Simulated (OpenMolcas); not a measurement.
neutral zinc: effect of the IPEA shift

```json
{"Program": "OpenMolcas 26.06", "Basis": "ANO-RCC-VTZP [6s5p3d2f1g]", "Scalar Hamiltonian": "DKH2, point nucleus", "Active space": "2 electrons in 9 orbitals (RAS2 4s 4p; RAS3 4d, at most 2 electrons)", "State averaging": "2S+1 = 3 even, 3 roots; 2S+1 = 1 even, 1 root; 2S+1 = 3 odd, 3 roots; 2S+1 = 1 odd, 3 roots", "Spin-orbit coupling": "RASSI with atomic mean-field integrals over the reference wave functions, term energies averaged over their components"}
```

Methods on the same reference wave functions:
A. RASSCF
B. SS-RASPT2, IPEA 0 Eh, imaginary shift 0.1 Eh (closed shells correlated: 3d)
C. SS-RASPT2, IPEA 0.25 Eh, imaginary shift 0.1 Eh (closed shells correlated: 3d)

Energies in cm-1 above 4s2 1S0, the measured ground level; measured values from NIST Handbook of Basic Atomic Spectroscopic Data.

| Level | A | B | C | Measured |
| --- | --- | --- | --- | --- |
| 4s2 1S0 | 0.0 | 0.0 | 0.0 | 0.0 |
| 4s 4p 3P* 0 | 28839 | 31941 | 31920 | 32311 |
| 4s 4p 3P* 1 | 29002 | 32104 | 32082 | 32501 |
| 4s 4p 3P* 2 | 29332 | 32434 | 32413 | 32890 |
| 4s 4p 1P* 1 | 48752 | 49792 | 49815 | 46745 |

Deviations, from unrounded energies. A percentage is the sum of absolute deviations over the sum of measured energies, with the sign that they share, or ± where signs differ.

```
           Against measurement  Levels     A     B     C
mean absolute deviation (cm-1)       4  3100  1100  1100
      other configurations (%)       4  ±8.7  ±3.0  ±3.0
```

B, C lie about equally close to measurement and A furthest from it. The largest miss of B in the table is 4s 4p 1P* 1, by +3000 cm-1. The ranking rests on the paired levels alone, and a cruder setting can come out closer through cancelling errors.

Between B and C the level of the table that moves most is 4s 4p 1P* 1, by 23 cm-1 (lowest in B, highest in C).

The lowest spin-free term lies below A's lowest term by 0.494 hartree in B, 0.493 hartree in C.

Active for correlation alone: 4d; no level in the range computed is led by a configuration that fills it, so any true level of that kind is missing. Without dynamic correlation excited terms often stand tens of per cent too high (terms of higher spin than the ground term too low), and those without a measured partner can miss by more than the paired ones (holds for A). Measured partners are found by configuration, term and J. A level has none where our copy of the source lacks it or the pairing is in doubt (some pairs that miss far off the trend of their configuration count as doubtful), and it then counts in no deviation. Levels of configurations outside the active space are missing. The table leaves out levels that lie high or whose names do not pair safely across all columns.

* marks odd parity.
